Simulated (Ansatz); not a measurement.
One change: `[O]=[V]([F])([F])[Cl]` becomes `[NH2][V](=[O])([F])[Cl]`.

Ansatz, PBE0-D4/def2-TZVP geometries, multiplicity 1. Each molecule was computed in one conformer, which needn't be the lowest.

Scalar relativity is left out up to krypton.

```json
{"property": "HOMO energy (B3LYP/def2-TZVPP) / eV", "`[O]=[V]([F])([F])[Cl]`": "-9.83"}
{"property": "HOMO–LUMO gap (ωB97M-V/def2-TZVPP) / eV", "`[O]=[V]([F])([F])[Cl]`": "10.37"}
{"property": "LUMO energy (ωB97M-V/def2-TZVPP) / eV", "`[O]=[V]([F])([F])[Cl]`": "-1.96"}
{"property": "size of the dipole moment (ωB97M-V/def2-TZVPP) / D", "`[O]=[V]([F])([F])[Cl]`": "0.44"}
{"property": "size of the dipole moment (PBE/def2-TZVPP) / D", "`[O]=[V]([F])([F])[Cl]`": "0.57"}
{"property": "HOMO energy (PBE/def2-TZVPP) / eV", "`[O]=[V]([F])([F])[Cl]`": "-8.59"}
```

(1) Give the same properties after the change, and the shifts. (Estimate.)

Answers

(1) Ansatz gave: 
| property | `[NH2][V](=[O])([F])[Cl]` | shift |
| --- | --- | --- |
| HOMO energy (B3LYP/def2-TZVPP) / eV | -8.63 | 1.20 |
| HOMO–LUMO gap (ωB97M-V/def2-TZVPP) / eV | 10.13 | -0.24 |
| LUMO energy (ωB97M-V/def2-TZVPP) / eV | -0.99 | 0.97 |
| size of the dipole moment (ωB97M-V/def2-TZVPP) / D | 3.51 | 3.07 |
| size of the dipole moment (PBE/def2-TZVPP) / D | 3.40 | 2.83 |
| HOMO energy (PBE/def2-TZVPP) / eV | -7.48 | 1.11 |

With PBE0 the HOMO rises by 1.22 eV and the LUMO rises by 0.98 eV, so the gap narrows by about 0.24 eV. PBE moves the HOMO by 1.11 eV and ωB97M-V by 1.22 eV. The zero-point energy changes by 61.0 kJ/mol with +6 modes. Dipoles are sizes alone; their direction can turn.

B3LYP here is the variant with VWN-RPA as its local correlation; programs differ in this.
